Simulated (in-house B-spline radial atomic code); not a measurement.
Pd II (Pd+) is squeezed into an impenetrable sphere of radius R (the orbitals vanish at R). No spin polarisation. Caution: exact exchange at fractional occupations of open shells leaves self-interaction of up to several eV. All numbers are computed (non-relativistic B3LYP, spherical fractional occupations; point nucleus) with a B-spline radial code for spherical atoms, not measured.

Energies in eV above the free ion in [Kr] 4d9:

| R (bohr) | highest level (eV) | [Kr] 4d9 | [Kr] 4d8 4f1 | [Ar] 3d9 4s2 4p6 4d9 4f1 | -dE/dV in [Kr] 4d9 (GPa) |
| --- | --- | --- | --- | --- | --- |
| 8.42 | -16.1 | 0.0005044 | 21.25 | 365.5 | 0.0012 |
| 5.91 | -16 | 0.06433 | 25.82 | 370.1 | 0.301 |
| 5.2 | -15.8 | 0.2465 | 28.63 | 373 | 1.48 |
| 3.91 | -13.9 | 2.843 | 39.08 | 383.1 | 30.8 |
| 3.57 | -12.5 | 5.505 | 44.78 | 388.5 | 73 |
| 3.01 | -8.04 | 17.11 | 62.67 | 405.3 | 342 |
| 2.58 | -0.516 | 43.95 | 95.73 | 436.6 | 1310 |
| 2.21 | 12.9 | 107.6 | 166 | 504.1 | 4860 |
| 1.92 | 33.4 | 233 | 297.3 | 632.6 | 15200 |
| 1.21 | 231 | 2162 | 2223 | 2590 | 448000 |

(1) Does [Kr] 4d8 4f1 fall below [Kr] 4d9 under compression?

(2) Does [Ar] 3d9 4s2 4p6 4d9 4f1 fall below [Kr] 4d9 under compression?

The highest level is first positive in the row R = 2.21 bohr, pushed up by confinement above the zero of the free ion's potential. Each configuration is held fixed and needn't be the lowest in the sphere.

Results:

(1) No, it stays above over the whole range.

(2) No, it stays above over the whole range.
